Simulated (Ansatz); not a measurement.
```yaml
crystal:
  periodic: [false, false, false]
  atoms:
    - {symbol: C, position_ang: [-0.127780, 0.633516, 1.206096]}
    - {symbol: Se, position_ang: [-1.239795, 0.111846, -0.305454]}
    - {symbol: B, position_ang: [0.052465, -0.735993, -1.437512]}
    - {symbol: Cl, position_ang: [1.740623, -0.882797, -1.006966]}
    - {symbol: Cl, position_ang: [-0.507197, -1.382924, -2.962423]}
    - {symbol: H, position_ang: [0.313948, -0.249385, 1.661127]}
    - {symbol: H, position_ang: [-0.788071, 1.129729, 1.914957]}
    - {symbol: H, position_ang: [0.647908, 1.319009, 0.874275]}
basis:
  gaussian: {orbitals: aug-cc-pVTZ}
hamiltonian: {xc: {name: B3LYP-D3}}
```

```sh
$ ansatz run in.yaml --threads 4 --pin off --events-out ev --progress --plain --max-ram 10444MiB
```

Problem. How does Ansatz answer? (An estimate is asked.)

Solution. The calculation gave: The input was rejected before any iteration.
```
Error: YAML parse error: error: line 14 column 19: hamiltonian.xc: no functional is named "B3LYP-D3"; the names, which are not case-sensitive, are SVWN5, SPW92, PBE, PBE0, PBEsol, revPBE, revPBE0, RPBE, rPW86-PBE, HSE06, wPBEh, LC-wPBE, HISS, HF, BLYP, B3LYP, B3LYP5, BHLYP, CAM-B3LYP, r2SCAN, r2SCANh, r2SCAN0, r2SCAN50, m-r2SCAN, B97, wB97, wB97X, wB97X-V, B97M-V, wB97M-V, B2PLYP, B2GP-PLYP, PBE0-DH, PBE-QIDH
12 | basis:
13 |   gaussian: {orbitals: aug-cc-pVTZ}
14 | hamiltonian: {xc: {name: B3LYP-D3}}
```

HSE06 is defined as in plane-wave codes.
